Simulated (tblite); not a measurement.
Species: C₃H₇BO₄.
Structure used (GFN2-xTB), in Å, numbered top down from 1:
```
atom  x, y, z in Å
O1     2.3727    0.1328    1.4834
C2     2.0367    0.2738    0.3397
O3     2.9080    0.1744   -0.6772
C4     0.6386    0.5600   -0.1444
C5    -0.3305   -0.5286    0.3509
B6    -1.8465   -0.2060   -0.0708
O7    -2.6540    0.3889    0.8236
O8    -2.3524   -0.4887   -1.3019
H9     3.7993   -0.0140   -0.3418
H10    0.6484    0.6206   -1.2326
H11    0.3289    1.5230    0.2650
H12   -0.2425   -0.5851    1.4348
H13   -0.0062   -1.4919   -0.0508
H14   -3.5419    0.5607    0.5062
H15   -1.7629   -0.9118   -1.9231
```

Calculated harmonic vibrations of the isolated species, GFN2-xTB (tblite), most abundant isotopes, no scaling. The method is semi-empirical: single wavenumbers can be off by several per cent or more. One conformer, not necessarily the lowest. The optimisation stopped once no atom felt more than 0.01 eV/Å.

Lowest wavenumbers of the output (negative numbers stand for imaginary wavenumbers):
```
mode    cm-1
  1     -31.7
  2     -21.0
  3      52.1
  4     119.3
  5     189.1
  6     305.2
  7     394.1
  8     419.9
  9     524.4
 10     549.5
 11     581.8
 12     617.6
 13     645.7
 14     696.5
 15     773.2
```

Q: Is this structure a minimum?

A: Not by this Hessian. 2 modes are imaginary beyond 20i (32i and 21i cm⁻¹), so at this level the point lies at or near a saddle of order 2. The curvature is small, so loose convergence or finite differences may be the whole cause.

Q: Which atoms move in the imaginary modes?

A: 32i: O3 (acid hydroxyl oxygen) 31 %, C4 (sp3 carbon next to a carbonyl) 16 %, O1 (acid carbonyl oxygen) 16 %; 21i: O7 (boron-bound oxygen) 31 %, O8 (boron-bound oxygen) 24 %. These are shares of the mass-weighted motion.

Q: What is the remedy?

A: Step along such a mode in both directions, optimise again with tighter thresholds and repeat the frequencies. The zero-point energy of this point (69.6 kcal/mol) counts the 37 real modes alone, and thermal corrections from it aren't those of a minimum.
